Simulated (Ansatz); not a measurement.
# Nudged elastic band run: Cl3GaH2

Input:

```yaml
crystal:
  periodic: [false, false, false]
  atoms:
    - { symbol: Ga, position_ang: [0.003463, 0.202856, 0.033729] }
    - { symbol: H, position_ang: [-0.002823, 0.769888, 1.49228] }
    - { symbol: Cl, position_ang: [1.824573, 0.10856, -1.133969] }
    - { symbol: Cl, position_ang: [-1.820423, 0.02841, -1.119999] }
    - { symbol: Cl, position_ang: [0.056252, -2.424447, 0.95667] }
    - { symbol: H, position_ang: [0.088559, -2.078467, 2.21029] }
basis:
  gaussian: { orbitals: def2-SVP }
hamiltonian:
  xc: pbe
  dispersion: d4
neb:
  order_check: false
  images: 6
  f_tol: 0.03
  max_iterations: 60
  climbing: false
  final_atoms:
    - { symbol: Ga, position_ang: [0.02336203, -0.7800559, -0.36287206] }
    - { symbol: H, position_ang: [0.02136124, 0.28093793, 1.9831939] }
    - { symbol: Cl, position_ang: [1.85108026, 0.23914731, -0.82033058] }
    - { symbol: Cl, position_ang: [-1.84974817, 0.16552973, -0.79404733] }
    - { symbol: Cl, position_ang: [0.06856536, -2.82508498, 0.28286606] }
    - { symbol: H, position_ang: [0.03498027, -0.47367409, 2.15019101] }
  initial_path:
    images:
      - { positions_ang: [[0.003463, 0.202856, 0.033729], [-0.002823, 0.769888, 1.49228], [1.824573, 0.10856, -1.133969], [-1.820423, 0.02841, -1.119999], [0.056252, -2.424447, 0.95667], [0.088559, -2.078467, 2.21029]] }
      - { positions_ang: [[0.00193747, 0.14641328, 0.02626584], [-0.00155739, 0.54413732, 1.61660995], [1.85637637, 0.08444634, -1.12876576], [-1.85564528, 0.02493693, -1.11680628], [0.0717877, -2.4211807, 0.90510631], [0.07670213, -1.77195317, 2.13659096]] }
      - { positions_ang: [[0.00041194, 0.08997056, 0.01880268], [-0.00029178, 0.31838665, 1.7409399], [1.88817973, 0.06033268, -1.12356253], [-1.89086755, 0.02146386, -1.11361357], [0.0873234, -2.41791441, 0.85354261], [0.06484526, -1.46543933, 2.06289191]] }
      - { positions_ang: [[-0.00111359, 0.03352784, 0.01133951], [0.00097383, 0.09263597, 1.86526985], [1.9199831, 0.03621902, -1.11835929], [-1.92608983, 0.01799079, -1.11042085], [0.10285911, -2.41464811, 0.80197892], [0.05298839, -1.1589255, 1.98919287]] }
      - { positions_ang: [[0.00172913, -0.10688815, -0.04531778], [0.00442872, 0.02278596, 1.9354004], [1.92376985, 0.05487435, -1.07355381], [-1.93027914, 0.03757932, -1.06385633], [0.10461816, -2.47188211, 0.70572121], [0.04533428, -0.92966937, 1.9806073]] }
      - { positions_ang: [[0.0089401, -0.3312774, -0.15116921], [0.01007289, 0.10883662, 1.95133157], [1.89953999, 0.11629867, -0.98914606], [-1.90343548, 0.08022945, -0.97391999], [0.09260056, -2.5896164, 0.56476949], [0.04188294, -0.77767095, 2.0371352]] }
      - { positions_ang: [[0.01615107, -0.55566665, -0.25702063], [0.01571707, 0.19488727, 1.96726273], [1.87531012, 0.17772299, -0.90473832], [-1.87659182, 0.12287959, -0.88398366], [0.08058296, -2.70735069, 0.42381778], [0.03843161, -0.62567252, 2.0936631]] }
      - { positions_ang: [[0.02336203, -0.7800559, -0.36287206], [0.02136124, 0.28093793, 1.9831939], [1.85108026, 0.23914731, -0.82033058], [-1.84974817, 0.16552973, -0.79404733], [0.06856536, -2.82508498, 0.28286606], [0.03498027, -0.47367409, 2.15019101]] }
```

Command:

```bash
$ ansatz run input.yaml --threads 2 --pin off --max-ram 3072MiB --backend cpu --events-out ev --progress --plain --runs-dir out
```

Output, in part (warnings, iteration lines, the closing report on the highest movable image, with atoms numbered from 0):

```
NEB end point (image 0): max|allowed force component| = 1.243e-2 eV/Å (the criterion of neb.relax_end_points is 1.000e-2)
NEB end point (image 7): max|allowed force component| = 1.349e-2 eV/Å (the criterion of neb.relax_end_points is 1.000e-2)
NEB iter   1: max|band force component| = 2.952e0 eV/Å  barrier→ = 1.2357 eV  barrier← = 1.8716 eV  Δτ_max = 0.2000 Å  (195 SCF iters)
NEB iter   2: max|band force component| = 1.310e0 eV/Å  barrier→ = 0.5282 eV  barrier← = 1.1641 eV  Δτ_max = 0.2000 Å  (177 SCF iters)
NEB iter   3: max|band force component| = 2.815e0 eV/Å  barrier→ = 0.5368 eV  barrier← = 1.1727 eV  Δτ_max = 0.0987 Å  (160 SCF iters)
NEB iter   4: max|band force component| = 3.878e-1 eV/Å  barrier→ = 0.3493 eV  barrier← = 0.9852 eV  Δτ_max = 0.0279 Å  (158 SCF iters)
NEB iter   5: max|band force component| = 1.367e-1 eV/Å  barrier→ = 0.3471 eV  barrier← = 0.9830 eV  Δτ_max = 0.0164 Å  (146 SCF iters)
NEB iter   6: max|band force component| = 6.917e-2 eV/Å  barrier→ = 0.3500 eV  barrier← = 0.9859 eV  Δτ_max = 0.0055 Å  (154 SCF iters)
NEB iter   7: max|band force component| = 1.524e-2 eV/Å  barrier→ = 0.3508 eV  barrier← = 0.9867 eV  Δτ_max = 0.0000 Å  (264 SCF iters)
Total energy: -89939.50236294 eV, -3305.2157486538 hartree
Atom 0 at     0.017520    -0.319441    -0.037282 Å, force     0.010402    -0.608026    -0.180218 eV/Å
Atom 1 at     0.021874     0.025008     1.714043 Å, force     0.007198    -0.319184     0.226461 eV/Å
Atom 2 at     1.876496     0.208378    -0.969094 Å, force    -0.006661     0.058279     0.101145 eV/Å
Atom 3 at    -1.871598     0.136768    -0.946001 Å, force     0.005786     0.058545     0.101149 eV/Å
Atom 4 at     0.064523    -2.477358     0.932298 Å, force    -0.001373    -0.029720    -0.306894 eV/Å
Atom 5 at     0.040786    -0.966555     1.745037 Å, force    -0.015351     0.840107     0.058357 eV/Å
Dipole moment:    -0.000326     0.123422     0.324687 e Å
```

The run converged. No image climbed, so the highest image needn't sit at the top of the path. The orbitals stay closed-shell, which can raise the energy where a bond breaks towards radicals; this wasn't checked here.

Final band (atoms are numbered from 1 in the order of the input):

```
image  path coordinate (Å)  energy (kJ/mol)  Ga1–H2 (Å)  Cl5–H6 (Å)  H2–H6 (Å)
    0                 0.00              0.0        1.56        1.30       2.94
    1                 0.41              2.8        1.57        1.30       2.39
    2                 0.82             11.2        1.58        1.31       1.88
    3                 1.24             31.1        1.63        1.39       1.41
    4                 1.65             33.8        1.78        1.72       0.99
    5                 2.06            -26.3        2.05        2.11       0.81
    6                 2.47            -56.3        2.34        2.53       0.78
    7                 2.88            -61.4        2.57        3.00       0.77
```

Run time: 73 s on 2 threads of Intel(R) Xeon(R) Platinum 8259CL CPU @ 2.50GHz (Skylake/Cascade Lake), with other jobs on the host, peak memory 0.17 GiB.
